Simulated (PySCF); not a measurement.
**Orbital picture of PPt**

ωB97X at R = 2.034 Å; PySCF, scalar-relativistic core potentials, basis sets P def2-TZVPP, Pt def2-TZVPP with ECP60. State: ²Π (doublet), unpaired electrons π ↑. Only the outer orbitals are listed, counted within each symmetry, core potentials removing the inner ones.

| spin | orbital | occ. | ε (eV) | on P (%) | main shells (%) |
| --- | --- | --- | --- | --- | --- |
| α | 6σ | 1 | -19.75 | 85 | 85 P s, 9 Pt d |
| α | 7σ | 1 | -12.21 | 47 | 51 Pt d, 35 P p, 10 P s |
| α | 3π | 1 | -12.16 | 32 | 68 Pt d, 30 P p |
| α | 3π | 1 | -11.42 | 29 | 70 Pt d, 26 P p |
| α | 1δ | 1 | -9.90 | 1 | 99 Pt d |
| α | 1δ | 1 | -9.89 | 0 | 100 Pt d |
| α | 8σ | 1 | -8.74 | 27 | 48 Pt s, 27 P p, 25 Pt d |
| α | 4π | 1 | -8.18 | 68 | 67 P p, 28 Pt d |
| α | 4π | 0 | -1.73 | 67 | 67 P p, 23 Pt d, 9 Pt p |
| α | 9σ | 0 | -0.24 | 24 | 40 Pt s, 28 Pt p, 22 P p |
| α | 5π | 0 | 2.27 | 2 | 98 Pt p |
| β | 6σ | 1 | -18.84 | 82 | 80 P s, 11 Pt d |
| β | 7σ | 1 | -11.86 | 48 | 50 Pt d, 33 P p, 14 P s |
| β | 3π | 1 | -11.39 | 25 | 74 Pt d, 22 P p |
| β | 3π | 1 | -10.96 | 22 | 78 Pt d, 19 P p |
| β | 1δ | 1 | -9.81 | 1 | 98 Pt d |
| β | 1δ | 1 | -9.80 | 0 | 100 Pt d |
| β | 8σ | 1 | -8.64 | 28 | 48 Pt s, 28 P p, 24 Pt d |
| β | 4π | 0 | -1.51 | 70 | 70 P p, 19 Pt d, 11 Pt p |
| β | 4π | 0 | -0.98 | 71 | 70 P p, 15 Pt d, 14 Pt p |
| β | 9σ | 0 | -0.17 | 23 | 39 Pt s, 30 Pt p, 22 P p |

Q: Which are the highest filled and the lowest empty level, where do they sit, and how wide is the gap?

A: Highest filled α 4π at -8.18 eV (in %: 67 P p, 28 Pt d); lowest empty α 4π at -1.73 eV (in %: 67 P p, 23 Pt d, 9 Pt p); the gap at ωB97X is 6.45 eV. Both belong to one degenerate shell, split only by its one-sided filling, so this is no excitation gap.

| Item | Value |
| --- | --- |
| bond order (Mayer) | 2.44 |
| ⟨S²⟩ | 0.761 |
| charge on P (Mulliken, basis-dependent) | 0.02 |
| charge on P (Löwdin, basis-dependent) | 0.27 |
| dipole moment (positive dipole means P(−)Pt(+)) | 0.96 D |

Spin–orbit coupling is left out. The state is the lowest single determinant that the PBE0 search found; with open d or f shells the true ground state can be another one.
